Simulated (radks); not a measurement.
Task: The copper ion Cu2+ is in [Ar] 3d9. Calculated with a radial shooting solver on a logarithmic mesh with Libxc functionals: scalar-relativistic Kohn-Sham, PBEsol, spin-polarised, spherical densities, finite nucleus; Fermi nuclear charge, rms radius of each element as measured or else 0.836 A^(1/3) + 0.57 fm. Open shells are filled with parallel spins first. One electron is removed from 3p, 2p, 3d, 3s in turn, with full relaxation. Which removal costs least, and what does each cost?

Result: 3d 38.101 eV; 3p 106.79 eV; 3s 149.47 eV; 2p 971.99 eV. The 3d electron leaves first.
